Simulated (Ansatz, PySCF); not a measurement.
Reaction 2 R1 + R2 → 3 P1, each structure at its B3LYP-D3(BJ)/def2-TZVP stationary point, reached from a drawn start (curvature not checked).
R1: BCl3 (SMILES ClB(Cl)Cl), charge 0, multiplicity 1.
P1: BCl2F (SMILES FB(Cl)Cl), charge 0, multiplicity 1.
R2: BF3 (SMILES FB(F)F), charge 0, multiplicity 1.

P less R. No zero-point or thermal terms.

Cores are frozen in the correlated methods.

Codes used: Ansatz (a program for electronic structure); PySCF for the D3/D4 terms. All values are computed, each at the level named.

### Question
One of these levels gives 1.47 kcal/mol for the reaction energy. Which?
A) BLYP/def2-TZVPP
B) r2SCAN-D4/def2-TZVPP
C) MP2/cc-pV(D+d)Z
D) PBE0-D4/def2-TZVPP

### Answer
B, r2SCAN-D4/def2-TZVPP. The others give 0.29 (BLYP/def2-TZVPP), 2.34 (PBE0-D4/def2-TZVPP), 3.34 (MP2/cc-pV(D+d)Z)
